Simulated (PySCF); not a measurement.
A side-by-side comparison of computed properties.

First species: C6H13P.
SMILES: `CCCP1CCC1`

Second species: C6H13P.
SMILES: `[PH](C)(C=C)(C)C=C`

Levels: CAM-B3LYP/def2-SVPD for dipole moment, HOMO energy, LUMO energy, HOMO–LUMO gap, static isotropic polarisability and electronic spatial extent ⟨r²⟩ about the centre of nuclear charge; TDDFT CAM-B3LYP/def2-SVPD for lowest singlet excitation; TDA CAM-B3LYP/def2-SVPD for lowest triplet excitation (Tamm–Dancoff); GFN2-xTB for rotational constant A and rotational constant C. Geometries: GFN2-xTB. Each species is one conformer at its optimised geometry, gas phase, non-relativistic unless stated; the electronic structure was computed with PySCF and density fitting.

The conformers computed, where there is a choice (atom-mapped SMILES and torsion angles):
- `[CH3:1][CH2:2][CH2:3][P:4]1[CH2:5][CH2:6][CH2:7]1`: C1–C2–C3–P4 -179°, C2–C3–P4–C5 -88°
- `[H][P:3]([CH:2]=[CH2:1])([CH3:4])([CH3:5])[CH:6]=[CH2:7]`: C1–C2–P3–C4 -125°

(1) Which of the two has the higher S1 energy, and by how much?

(2) Which of the two has the higher T1 energy, and by how much?

(3) Which has the higher static isotropic polarisability?

(4) Which has the higher rotational constant A?

(5) Which has the higher HOMO–LUMO gap?

(6) Which of the two has the higher rotational constant C, and by how much?

(7) Which of the two has the higher dipole moment, and by how much?

(8) Which of the two has the higher HOMO energy, and by how much?

## Answers

(1) The first: 5.73 eV against 5.36 eV, a difference of 0.37 eV.

(2) The first: 4.65 eV against 4.54 eV, a difference of 0.11 eV.

(3) The second: 101.5 au against 95.4 au, a difference of 6.1 au.

(4) The first: 4.483 GHz against 2.895 GHz, a difference of 1.588 GHz.

(5) The first: 8.99 eV against 8.76 eV, a difference of 0.23 eV.

(6) The second: 1.330 GHz against 1.101 GHz, a difference of 0.229 GHz.

(7) The first: 1.27 D against 1.13 D, a difference of 0.14 D.

(8) The second: -7.43 eV against -7.63 eV, a difference of 0.20 eV.

On the first: The 8 singlets span 5.73 to 7.71 eV, and their oscillator strengths add up to 0.24. No computed singlet falls in the visible range (750 to 380 nm, 1.65 to 3.26 eV); S1 lies 2.47 eV above its blue end.

On the second: The principal polarisabilities are 83.8, 104.7 and 115.9 au; their mean is the isotropic value. No computed singlet falls in the visible range (750 to 380 nm, 1.65 to 3.26 eV); S1 lies 2.10 eV above its blue end.
